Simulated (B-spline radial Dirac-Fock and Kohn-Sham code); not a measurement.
What relativity does to the binding energies of Tb

System: atomic terbium in the configuration [Xe] 4f9 6s2.

Both columns are ΔSCF binding energies of the configuration average from an atomic code on a B-spline grid: non-relativistic Hartree-Fock with a point nucleus, and Dirac-Fock with a finite nucleus and the Coulomb interaction alone, averaged over the two j levels with weights 2j+1.

```
shell  Hartree-Fock (eV)  Dirac-Fock (eV)  shift (eV)  shift (%)
   1s            49025.0          52223.5    +3198.47      +6.52
   2s             7915.7           8742.2     +826.49     +10.44
   2p             7518.1           7782.9     +264.72      +3.52
   3s             1778.3           1974.2     +195.97     +11.02
   3p             1600.0           1670.1      +70.10      +4.38
   3d             1271.3           1257.6      -13.72      -1.08
   4s              362.7            408.6      +45.91     +12.66
   4p              291.1            306.1      +15.05      +5.17
   4d              162.8            159.3       -3.55      -2.18
   4f              10.50             5.59       -4.91     -46.76
   5s              49.65            55.75       +6.10     +12.28
   5p              28.28            29.06       +0.78      +2.75
   6s               4.58             4.86       +0.28      +6.12
```

Relativity binds 1s, 2s, 2p, 3s, 3p, 4s, 4p, 5s, 5p, 6s more strongly, among those listed most of all 4s in relative terms, and 3d, 4d, 4f more weakly, because the contracted s and p shells screen the nucleus better.

Values without a named source are computed, but for edge energies of neutral atoms, which are taken from tables.
